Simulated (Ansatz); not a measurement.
Process, species as SMILES: [N]=B (BH-N) → B=[N-] (an electron is taken up)
B3LYP-D3(BJ)/def2-TZVP geometries, fixed; electronic energies without zero-point terms; positive where energy is released.

Basis-set convergence of the adiabatic electron affinity at CCSD(T) with Ansatz (a quantum-chemistry and plane-wave program). Cartesian d functions, on some or all atoms, in 6-31G*, 6-31+G*; all else is spherical. Cores are frozen. Open shells are unrestricted. No added dispersion term, no relativity. Functions are those of the species that has most. Reference: Hartree-Fock in aug-cc-pVQZ plus the correlation part extrapolated as X^-3 from aug-cc-pVTZ and aug-cc-pVQZ, 3.029 eV, itself unsure by roughly 0.012 eV (a third of the extrapolation step and of the last Hartree-Fock step). Deviations are taken from unrounded values.

```
basis        functions  adiabatic electron affinity (eV)
-----------  ---------  --------------------------------
6-31G*              32                             1.985
6-31+G*             40                             2.654
cc-pVDZ             33                             2.347
aug-cc-pVDZ         55                             2.835
def2-SVP            33                             2.393
def2-SVPD           48                             2.767
pcseg-1             33                             2.494
aug-pcseg-1         55                             2.804
6-311G**            42                             2.475
6-311+G**           50                             2.758
def2-TZVP           68                             2.828
def2-TZVPD          83                             2.901
cc-pVTZ             74                             2.759
aug-cc-pVTZ        115                             2.948
pcseg-2             74                             2.830
aug-pcseg-2        115                             2.935
def2-TZVPP          76                             2.835
def2-TZVPPD         91                             2.904
cc-pVQZ            140                             2.917
aug-cc-pVQZ        206                             2.996
def2-QZVPP         144                             2.951
def2-QZVPPD        159                             2.971
```

What the diffuse functions change, pair by pair:
- 6-31G* to 6-31+G*: 8 more functions, deviation -1.044 to -0.374 eV
- cc-pVDZ to aug-cc-pVDZ: 22 more functions, deviation -0.682 to -0.194 eV
- def2-SVP to def2-SVPD: 15 more functions, deviation -0.636 to -0.262 eV
- pcseg-1 to aug-pcseg-1: 22 more functions, deviation -0.534 to -0.225 eV
- 6-311G** to 6-311+G**: 8 more functions, deviation -0.554 to -0.270 eV
- def2-TZVP to def2-TZVPD: 15 more functions, deviation -0.201 to -0.128 eV
- cc-pVTZ to aug-cc-pVTZ: 41 more functions, deviation -0.270 to -0.080 eV
- pcseg-2 to aug-pcseg-2: 41 more functions, deviation -0.199 to -0.094 eV
- def2-TZVPP to def2-TZVPPD: 15 more functions, deviation -0.194 to -0.124 eV
- cc-pVQZ to aug-cc-pVQZ: 66 more functions, deviation -0.112 to -0.032 eV
- def2-QZVPP to def2-QZVPPD: 15 more functions, deviation -0.078 to -0.058 eV

Leaving out the reference's own pair, they bring the value nearer the reference by more than 0.012 eV in 10 of 10 pairs.
